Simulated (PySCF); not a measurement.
A structure optimised at B3LYP-D3(BJ)/def2-SVP, used in a PySCF frequency run:

```xyz
10

Sn     0.3359    -0.2978    -0.3007
O      1.5504     1.0201     0.5775
O     -1.4220    -0.2358     0.6412
C     -2.2035     0.9344     0.6339
H      0.8555    -1.9119    -0.0613
H      0.1824     0.3122    -1.8940
H      1.6880     0.8227     1.5147
H     -2.4286     1.3005    -0.3893
H     -3.1687     0.7173     1.1240
H     -1.7292     1.7699     1.1859
```
Charge 0, spin multiplicity 1.

Task: Write its SMILES and formula.

Result: C[O][SnH2][OH], CH6O2Sn

Task: What are its rotational constants (standard atomic weights)?

Result: 6.8705, 2.7039, 2.1372 GHz
